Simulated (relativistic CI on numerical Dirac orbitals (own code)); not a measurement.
## Calculated levels, Yb LIII

Calculated at this level of theory: Dirac-Coulomb-Breit CI, separate exchange-only KLI orbitals for each configuration, model QED (radiative potential, 1s self-energy scaled to tabulated hydrogen-like ionisation energies), unscaled Slater integrals (own radial code, finite nucleus).

Configurations in the expansion (outside the closed core [Ne]): 3s2 3p6, 3s2 3p5 3d, 3s 3p6 3d, 3s2 3p5 4s, 3s2 3p5 4p, 3s2 3p5 4d, 3s 3p6 4s, 3p6 3d 4p, 3s2 3p5 4f, 3s 3p6 4p, 3s 3p6 4d, 3s 3p6 4f, 3s2 3p5 5s, 3s2 3p5 5p, 3s2 3p5 5d, 3s2 3p5 5f, 3s2 3p5 5g, 3s 3p6 5s, 3s 3p6 5p, 3s 3p6 5d, 3s 3p6 5f, 3p6 3d2, 3p5 3d3, 3p5 3d2 4s, 3p5 3d2 4p, 3p5 3d2 4d, 3p6 3d 4s, 3p5 3d 4s2, 3p5 3d 4s 4p, 3p5 3d 4s 4d, 3p6 4s2, 3p5 4s2 4p, 3p5 4s2 4d. Double excitations out of closed p, d and f shells are left out; levels of such configurations are missing from the list, as are those of other unlisted configurations, and high levels can miss mixing partners. These lack a partner that the ground configuration has and come out too high: 3s2 3p5 4f, 3s2 3p5 5s, 3s2 3p5 5p, 3s2 3p5 5d, 3s2 3p5 5f.

| No. | Configuration | Term | J | E (Ry) | % | Next component (%) | Landé g |
| --- | --- | --- | --- | --- | --- | --- | --- |
| 1 | 3s2 3p6 | 1S | 0 | 0.000 | 100 |  |  |
| 2 | 3s2 3p5 3d | 3P° | 0 | 16.206 | 100 |  |  |
| 3 | 3s2 3p5 3d | 3P° | 1 | 16.957 | 70 | 29 3D° | 1.193 |
| 4 | 3s2 3p5 3d | 3F° | 3 | 17.283 | 56 | 37 1F° | 1.059 |
| 5 | 3s2 3p5 3d | 3D° | 2 | 17.571 | 53 | 19 3F° | 1.069 |
| 6 | 3s2 3p5 3d | 3F° | 4 | 21.200 | 100 |  | 1.239 |
| 7 | 3s2 3p5 3d | 1D° | 2 | 21.583 | 47 | 44 3P° | 1.197 |
| 8 | 3s2 3p5 3d | 3D° | 3 | 22.379 | 70 | 29 1F° | 1.223 |
| 9 | 3s2 3p5 3d | 1P° | 1 | 24.398 | 49 | 31 3D° | 0.934 |
| 10 | 3s2 3p5 3d | 3F° | 2 | 36.416 | 72 | 22 1D° | 0.760 |
| 11 | 3s2 3p5 3d | 1P° | 1 | 39.131 | 50 | 40 3D° | 0.841 |
| 12 | 3s2 3p5 3d | 3P° | 2 | 40.942 | 44 | 38 3D° | 1.263 |
| 13 | 3s2 3p5 3d | 3F° | 3 | 41.284 | 42 | 35 1F° | 1.101 |
| 14 | 3s 3p6 3d | 3D | 1 | 51.261 | 100 |  | 0.489 |
| 15 | 3s 3p6 3d | 3D | 2 | 51.713 | 74 | 26 1D | 1.110 |
| 16 | 3s 3p6 3d | 3D | 3 | 55.682 | 100 |  | 1.322 |
| 17 | 3s 3p6 3d | 1D | 2 | 56.674 | 74 | 26 3D | 1.034 |
| 18 | 3p6 3d2 | 3F | 2 | 103.702 | 75 | 22 1D | 0.755 |
| 19 | 3p6 3d2 | 3P | 0 | 105.368 | 72 | 28 1S |  |
| 20 | 3p6 3d2 | 3F | 3 | 107.854 | 100 |  | 1.073 |
| 21 | 3p6 3d2 | 3P | 2 | 108.637 | 49 | 31 1D | 1.170 |
| 22 | 3p6 3d2 | 1G | 4 | 108.830 | 67 | 33 3F | 1.072 |
| 23 | 3p6 3d2 | 3P | 1 | 108.969 | 100 |  | 1.491 |
| 24 | 3p6 3d2 | 3F | 4 | 112.623 | 67 | 33 1G | 1.157 |
| 25 | 3p6 3d2 | 3P | 2 | 113.231 | 48 | 47 1D | 1.209 |
| 26 | 3p6 3d2 | 1S | 0 | 115.016 | 72 | 28 3P |  |
| 27 | 3p5 3d3(2D) | 3D° | 2 | 120.018 | 26 | 21 5F° | 1.090 |
| 28 | 3p5 3d3(4F) | 5D° | 1 | 120.321 | 30 | 20 5F° | 0.991 |
| 29 | 3p5 3d3(4F) | 5D° | 0 | 120.639 | 55 | 40 3P° |  |
| 30 | 3p5 3d3(2D) | 3F° | 3 | 120.784 | 24 | 18 3G° | 1.049 |
| 31 | 3p5 3d3(4F) | 5F° | 3 | 123.565 | 38 | 26 5D° | 1.279 |
| 32 | 3p5 3d3(4F) | 5G° | 4 | 123.956 | 35 | 26 5F° | 1.198 |
| 33 | 3p5 3d3(4P) | 5S° | 2 | 124.051 | 32 | 22 3P° | 1.590 |
| 34 | 3p5 3d3(4F) | 5D° | 2 | 124.240 | 39 | 38 3F° | 1.060 |
| 35 | 3p5 3d3(4F) | 5D° | 1 | 124.390 | 40 | 35 3D° | 0.941 |
| 36 | 3p5 3d3(2F) | 3G° | 5 | 124.541 | 30 | 30 3H° | 1.159 |
| 37 | 3p5 3d3(4F) | 3G° | 3 | 124.604 | 42 | 27 3F° | 1.026 |
| 38 | 3p5 3d3(2G) | 3H° | 6 | 124.646 | 44 | 24 3I° | 1.117 |
| 39 | 3p5 3d3(4P) | 3P° | 0 | 124.668 | 42 | 34 5D° |  |
| 40 | 3p5 3d3(2G) | 3F° | 4 | 124.690 | 32 | 18 3G° | 1.101 |
| 41 | 3p5 3d3(4F) | 3G° | 4 | 125.129 | 36 | 17 1G° | 1.087 |
| 42 | 3p5 3d3(4P) | 3D° | 2 | 125.264 | 32 | 24 1D° | 1.204 |
| 43 | 3p5 3d3(4F) | 3G° | 3 | 125.272 | 24 | 20 3F° | 1.159 |
| 44 | 3p5 3d3(2P) | 3S° | 1 | 125.318 | 34 | 25 3P° | 1.646 |
| 45 | 3p5 3d3(2G) | 3G° | 5 | 125.707 | 32 | 29 1H° | 1.081 |
| 46 | 3p5 3d3(4P) | 5D° | 4 | 126.458 | 35 | 31 3F° | 1.248 |
| 47 | 3p5 3d3(4P) | 3P° | 2 | 126.772 | 31 | 21 3D° | 1.241 |
| 48 | 3p5 3d3(4P) | 3D° | 1 | 127.357 | 37 | 20 3P° | 0.809 |
| 49 | 3p5 3d3(2D) | 3D° | 3 | 127.366 | 32 | 19 3G° | 1.177 |
| 50 | 3p5 3d3(2G) | 3F° | 2 | 127.605 | 48 | 18 1D° | 0.828 |
| 51 | 3p5 3d3(2H) | 3G° | 3 | 127.751 | 57 | 20 1F° | 0.928 |
| 52 | 3p5 3d3(4F) | 5F° | 4 | 128.018 | 28 | 27 3G° | 1.212 |
| 53 | 3p5 3d3(4F) | 5G° | 5 | 128.312 | 37 | 24 5F° | 1.202 |
| 54 | 3p5 3d3(2D) | 3D° | 2 | 128.420 | 32 | 29 3F° | 1.174 |
| 55 | 3p5 3d3(4F) | 5G° | 6 | 128.559 | 52 | 25 3I° | 1.180 |
| 56 | 3p5 3d3(2H) | 3G° | 3 | 129.021 | 25 | 21 1F° | 1.149 |
| 57 | 3p5 3d3(4F) | 3G° | 5 | 129.066 | 33 | 30 3H° | 1.155 |
| 58 | 3p5 3d3(4P) | 3P° | 1 | 129.072 | 63 | 13 5D° | 1.437 |
| 59 | 3p5 3d3(2H) | 3I° | 7 | 129.101 | 100 |  | 1.132 |
| 60 | 3p5 3d3(2P) | 3D° | 2 | 129.129 | 32 | 17 3P° | 1.351 |
| 61 | 3p5 3d3(2D) | 3F° | 4 | 129.213 | 38 | 25 3G° | 1.179 |
| 62 | 3p5 3d3(2D) | 3D° | 3 | 129.518 | 40 | 21 5D° | 1.263 |
| 63 | 3p5 3d3(2F) | 3D° | 1 | 129.606 | 50 | 23 1P° | 0.891 |
| 64 | 3p5 3d3(2D) | 3F° | 4 | 129.897 | 46 | 19 3H° | 1.138 |
| 65 | 3p5 3d3(2F) | 3F° | 3 | 129.944 | 43 | 31 3D° | 1.230 |
| 66 | 3p5 3d3(2H) | 3H° | 6 | 129.976 | 69 | 25 1I° | 1.106 |
| 67 | 3p5 3d3(2F) | 1G° | 4 | 130.085 | 37 | 24 3G° | 1.137 |
| 68 | 3p5 3d3(2F) | 3G° | 5 | 130.088 | 70 | 14 1H° | 1.133 |
| 69 | 3p5 3d3(4P) | 3D° | 1 | 130.090 | 52 | 20 1P° | 0.821 |
| 70 | 3p5 3d3(2D) | 3P° | 0 | 130.381 | 79 | 19 5D° |  |

Energies count from the lowest computed level; ° marks odd parity. Percentages are summed over parent terms; the parents shown are those of the largest component, closed shells are left out there.

The mean weight of the leading LS term, summed over parents, in these 70 levels is 53 %, and that of the leading jj configuration (from the same eigenvectors) 96 %, so jj coupling describes them better and the LS labels are nominal.

At this charge energies of transitions that change n are usually good to better than 1 %, and those within a shell (Δn = 0) to a few per cent.

LS names give the leading component of a level, which can be under half, so a name can repeat, a term be missing and a line seem to break the LS rules.
